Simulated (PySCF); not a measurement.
# Deuteron quadrupole couplings in `C[C@@H](OC=O)OC(=O)C(F)(F)F`

C5H5F3O4.
Z-matrix (Å and degrees, GFN2-xTB geometry), rows numbered from 1:
```
C 
C   1  1.5148
O   2  1.4113  1  108.81
C   3  1.3370  2  116.87  1  -175.01
O   4  1.1902  3  126.01  2     0.59
O   2  1.4342  1  110.04  3   117.22
C   6  1.3209  2  118.35  1   116.19
O   7  1.1897  6  128.10  2    -7.36
C   7  1.5587  6  108.28  2   175.36
F   9  1.3280  7  111.67  6  -166.72
F   9  1.3412  7  110.08  6    73.82
F   9  1.3335  7  111.96  6   -45.38
H   1  1.0855  2  109.21  3    59.44
H   1  1.0863  2  109.29  3   -60.14
H   1  1.0860  2  109.75  3   179.61
H   2  1.1012  1  112.70  3  -122.34
H   4  1.1001  3  108.33  2  -179.57
```

Level: PBE0/pcSseg-1 (PySCF, non-relativistic); Q(2H) = 0.00286 b; rigid geometry, the same for H and D, with no vibrational averaging.

Question: Rank these positions by the coupling χzz of a deuteron there, largest first.
A. H17 (formyl hydrogen)
B. H15 (methyl hydrogen)
C. H16 (methine hydrogen)

Answer: B (210 kHz), A (187 kHz), C (173 kHz).

Give the electric field gradient Vzz (the principal value of largest size), its asymmetry and the 2H coupling at each hydrogen.

```tsv
atom	bonded to	bond length (Å)	Vzz (au)	η	χzz (kHz)
H13	C1	1.086	0.3145	0.04	211
H14	C1	1.086	0.3117	0.03	209
H15	C1	1.086	0.3125	0.04	210
H16	C2	1.101	0.2579	0.06	173
H17	C4	1.100	0.2786	0.04	187
```

A static deuteron (I = 1) shows a doublet split by (3/2)χ, (3/4)χ(1 + η) and (3/4)χ(1 − η) with the field along z, y and x of the gradient. What are these for H17?

With |χ| = 187.2 kHz and η = 0.037: 281, 146 and 135 kHz, to first order and without motion.

One conformer (not necessarily the lowest) at the GFN2-xTB geometry, without solvent, vibrations or thermal averaging. GFN2-xTB bond lengths can be off by several hundredths of an ångström, more for odd bonds, and the gradients follow them. These gradients aren't converged with respect to the basis.

The run behind these numbers computed NMR shieldings as well. On one thread of an x86-64 server, no GPU (shared host), this took 64 s.
